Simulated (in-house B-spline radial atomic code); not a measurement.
Kr⁸⁺. Computed with a B-spline radial atomic code. Model: all-electron spherical atom, spin shells full or empty, radial basis limit, no spin-orbit coupling, Breit or QED, empty-state partial waves extrapolated as (l+1/2)^-4, RPA, G0W0 and static COHSEX of the highest shell as one setting changes (uncorrelated shells keep exact exchange).

Given: element Kr; charge 8; filled core Ar; hamiltonian one-electron scalar X2C; mean-field start PBE; highest l of empty states 9; nuclear rms radius 4.1884 fm; highest mean-field shell 3d.

Shell: 3d 5 5 (electrons up and down).

```
lowest nl shells left uncorrelated  RPA correlation energy (hartree)  G0W0 level (eV)  G0W0 minus most complete (meV)  COHSEX level (eV)  linearised minus solved G0W0 (meV)
                                 0                           -2.1495          -234.12                               0            -239.21                               -37.9
                                 1                           -1.9937          -234.12                             0.7            -239.21                               -37.9
                                 2                           -1.8109          -234.09                            30.3            -239.18                               -37.8
                                 3                                 ?                ?                               ?                  ?                                   ?
                                 4                                 ?                ?                               ?                  ?                                   ?
                                 5                          -0.60387          -235.15                         -1029.4            -239.55                               -45.5
```

Task: What follows for lowest nl shells left uncorrelated = 3?

Result: RPA correlation energy -1.303 hartree; G0W0 level -234.01 eV; G0W0 minus most complete 110.1 meV; COHSEX level -239.2 eV; linearised minus solved G0W0 -37.5 meV.

Task: What follows for lowest nl shells left uncorrelated = 4?

Result: RPA correlation energy -1.1156 hartree; G0W0 level -234.11 eV; G0W0 minus most complete 4.7 meV; COHSEX level -239.14 eV; linearised minus solved G0W0 -38.8 meV.
